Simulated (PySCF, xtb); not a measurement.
CLiN, SMILES [N]([Li])[C] (connectivity only; charge and spin as stated), neutral, multiplicity 1.

GFN2-xTB (xtb) at its own geometry gives an orbital gap of 3.74 eV and a dipole moment of 7.62 D.

The structure is a stationary point at PBE-D3(BJ)/def2-TZVPD.

### Question
What does PySCF with PBE/def2-TZVPD give? (Estimate from the structure and the level; the computed values follow.)

### Answer
gap 3.44 eV (levels -5.37 and -1.92 eV), dipole 8.91 D.
